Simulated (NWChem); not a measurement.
System: C2H5S, doublet; SMILES CC[S]

Input file for NWChem:

```
start job
memory heap 200 mb stack 900 mb global 1100 mb
geometry units angstroms noautosym nocenter noautoz
  C      0.381973    -1.585407     0.000000
  C     -0.611751    -0.438404     0.000000
  S      0.100502     1.211133     0.000000
  H      1.030257    -1.544942     0.887934
  H     -0.140389    -2.555989     0.000000
  H      1.030257    -1.544942    -0.887934
  H     -1.287571    -0.483420     0.873994
  H     -1.287571    -0.483420    -0.873994
end
basis spherical
  C library iglo-ii
  S library iglo-ii
  H library iglo-ii
end
dft
  odft
  mult 2
  xc pbe0
  iterations 150
end
property
  hyperfine
end
task dft property
```

In the optimisation the excess spin sits in a" (Cs, its own frame). Coordinates come from a PBE0/def2-SVP, spin-unrestricted optimisation. No stability test was run on the SCF state.

Fermi-contact couplings, non-relativistic, static geometry.

Atoms are numbered as in the input.

### Question
What results follow from this input? (PBE0/IGLO-II, spin-unrestricted, contact and dipolar terms.) Quantities: basis functions; A(iso) 13C atom 1 (MHz); A(iso) 13C atom 2 (MHz); A(iso) 33S atom 3 (MHz); A(iso) 1H atom 5 (MHz); A(iso) 1H atom 6 (MHz); A(iso) 1H atom 8 (MHz); <S²>.

### Answer
```yaml
number_of_basis_functions: 109
A(iso) 13C atom 1 (MHz): -2.7
A(iso) 13C atom 2 (MHz): -17.5
A(iso) 33S atom 3 (MHz): 5.9
A(iso) 1H atom 5 (MHz): -2.6
A(iso) 1H atom 6 (MHz): 0.1
A(iso) 1H atom 8 (MHz): 77.1
"<S²>": 0.754
```
